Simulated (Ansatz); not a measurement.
Gas-phase electronic energies from Ansatz, PBE0-D4/def2-TZVP geometries. CCSD(T)/CBS adds triple-zeta CCSD(T) − MP2 to the extrapolated MP2 energy (def2 sets, frozen cores). This one scheme is used for every species. For Ge outer-core shells are correlated without core-valence functions, which leaves a few kJ/mol of doubt a bond. Scalar relativity is left out up to krypton. Each species was taken in one conformer, which may not be the lowest.

Consider the formal exchange of groups at a B–C bond: `CB(N)[SiH3]` + GeH₄ → `N[B]([SiH3])[GeH3]` + CH₄.

| species | CCSD(T)/CBS(def2) energy (Eh) |
| --- | --- |
| `CB(N)[SiH3]` | -411.48616 |
| GeH₄ | -2078.49493 |
| `N[B]([SiH3])[GeH3]` | -2449.52156 |
| CH₄ | -40.46206 |

Problem. Work out ΔE.

Solution. ΔE = (-2449.52156) + (-40.46206) − (-411.48616) − (-2078.49493) = -0.00253 Eh = -6.6 kJ/mol.

Largest T1 diagnostic among the species: 0.013.

In def2-TZVPP, CCSD(T) changes the Hartree–Fock value by −13.5 kJ/mol (the triples alone add −2.1 kJ/mol) and MP2 by −13.4 kJ/mol.
